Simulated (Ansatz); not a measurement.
Isolated molecules relaxed with PBE0-D4/def2-TZVP in Ansatz; ΔE leaves out vibrations. CBS: MP2 limit from def2 TZ/QZ plus the TZ coupled-cluster correction, frozen cores. This one scheme is used for every species. Open shells (•) are unrestricted, without spin–orbit coupling. For Ge outer-core shells are correlated without core-valence functions, which leaves a few kJ/mol of doubt a bond. Scalar relativity is left out up to krypton.

Consider the hydrogen abstraction from a Ge–H bond: `[F][GeH3]` + `[OH]`• → `[F][GeH2]`• + H₂O.

```tsv
species	CCSD(T)/CBS(def2) energy (Eh)
`[F][GeH3]`	-2177.72589
`[OH]`•	-75.67771
`[F][GeH2]`•	-2177.07849
H₂O	-76.37941
```

Q: Work out ΔE.

A: ΔE = (-2177.07849) + (-76.37941) − (-2177.72589) − (-75.67771) = -0.05430 Eh = -142.6 kJ/mol.

Largest T1 diagnostic among the species: 0.014.

From r2SCAN to r2SCAN0 (25 % exact exchange), in def2-TZVPP and without D4, ΔE moves by +10.9 kJ/mol. Leaving LDA and LC-ωPBE aside and taking each functional with its dispersion term where it has one, the values, not all of them listed here, spread over 44.7 kJ/mol, from PBE-D4 to BHLYP-D4. LDA lies −33.2 kJ/mol from PBE without D4.
